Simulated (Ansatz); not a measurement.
In₉P₁₀H₂₈⁺, a nanocrystal cut from zinc blende InP (hydrogen-capped), 47 atoms. Hardware: 2 threads of AMD EPYC 7R13 on a shared host and a share (18 GiB) of an NVIDIA H100 80GB HBM3.

In the def2 sets In takes a core potential; there is no spin–orbit coupling. Correlated methods freeze 86 core orbitals; core or outer-core shells of In are correlated, in sets that lack core-valence functions. Single mean-field runs in def2-SVP, def2-mTZVP are fitted with def2-universal-jkfit.

Task: How many basis functions does each of these Ansatz runs have, and roughly what does it cost? PBE0-D4/def2-SVP, charge 2 doublet, energy, from earlier orbitals; PBE-D4/def2-SVP, charge 2 doublet, relaxation, 28 steps; r2SCAN-D4/def2-mTZVP, charge 1 singlet, energy, from earlier orbitals; HF/STO-3G, charge 1 singlet, energy; r2SCAN0-D4/def2-SVP, charge 1 singlet, energy, from earlier orbitals; RPA@PBE/def2-SVP, charge 1 singlet, energy, from earlier orbitals; MP2/def2-SVP, charge 1 singlet, energy, from earlier orbitals; PBE-D4/def2-SVP, charge 1 triplet at the geometry of the charge 1 singlet, energy, from earlier orbitals; PBE0-D4/def2-SVP, charge 1 singlet, energy and forces, from earlier orbitals; PBE-D4/def2-SVP, charge 1 singlet, relaxation, 9 steps; r2SCAN-D4/def2-SVP, charge 1 singlet, energy, from earlier orbitals; B3LYP-D4/def2-SVP, charge 1 singlet, energy, from earlier orbitals.

Result: Other jobs shared the machine, so times can vary by a factor of up to 3.

```
                                                                                                     run  functions  fitting or Cholesky vectors  wall time  peak host memory (GiB)
                                      B3LYP-D4/def2-SVP, charge 1 singlet, energy, from earlier orbitals        554                         3746       11 s                     1.1
                                   r2SCAN-D4/def2-mTZVP, charge 1 singlet, energy, from earlier orbitals        628                         3746       11 s                     1.2
                                     r2SCAN-D4/def2-SVP, charge 1 singlet, energy, from earlier orbitals        554                         3746       11 s                     1.2
                            PBE0-D4/def2-SVP, charge 1 singlet, energy and forces, from earlier orbitals        554                         3746       11 s                     2.4
                                                                     HF/STO-3G, charge 1 singlet, energy        361                         4755       11 s                     1.1
                                    r2SCAN0-D4/def2-SVP, charge 1 singlet, energy, from earlier orbitals        554                         3746       12 s                     1.2
                                           MP2/def2-SVP, charge 1 singlet, energy, from earlier orbitals        554                         6094       13 s                     1.5
                                       PBE0-D4/def2-SVP, charge 2 doublet, energy, from earlier orbitals        554                         3746       19 s                     1.2
                                       RPA@PBE/def2-SVP, charge 1 singlet, energy, from earlier orbitals        554                         6094       19 s                     4.2
PBE-D4/def2-SVP, charge 1 triplet at the geometry of the charge 1 singlet, energy, from earlier orbitals        554                         3746       23 s                     1.3
                                                  PBE-D4/def2-SVP, charge 1 singlet, relaxation, 9 steps        554                         3746       55 s                     1.2
                                                 PBE-D4/def2-SVP, charge 2 doublet, relaxation, 28 steps        554                         3746    3.3 min                     1.2
```
